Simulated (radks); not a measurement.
The oxygen anion O-, [He] 2s2 2p5, held by a Watson sphere: a shell of charge +1 at radius R that stands for the Madelung well of a crystal (potential energy -1/R inside, -1/r outside, in hartree with lengths in bohr). Method: non-relativistic Kohn-Sham, PBE, spin-polarised, spherical densities, point nucleus; open shells are filled with parallel spins first; computed with a radial shooting solver on a logarithmic mesh with Libxc functionals. Response by self-consistent Sternheimer equations with the Hartree and adiabatic LDA kernel. The sphere does not respond.

\begin{tabular}{lrrrrrrr}
R (bohr) & e(2s down) (eV) & e(2p up) (eV) & e(2p down) (eV) & <r> 2p (bohr) & sum of <r^2> (bohr^2) & X-ray form factor at sin(theta)/lambda = 0.2 1/angstrom & alpha (bohr^3) \\ \hline
2.14 & -21.395 & -8.197 & -6.930 & 1.441 & 16.87 & 5.841 & 11.30 \\
2.84 & -19.769 & -6.708 & -5.460 & 1.518 & 18.47 & 5.755 & 16.35 \\
2.99 & -19.484 & -6.437 & -5.189 & 1.531 & 18.76 & 5.745 & 17.56 \\
3 & -19.466 & -6.419 & -5.172 & 1.532 & 18.78 & 5.744 & 17.65 \\
3.28 & -18.984 & -5.957 & -4.709 & 1.556 & 19.28 & 5.729 & 20.05 \\
\end{tabular}
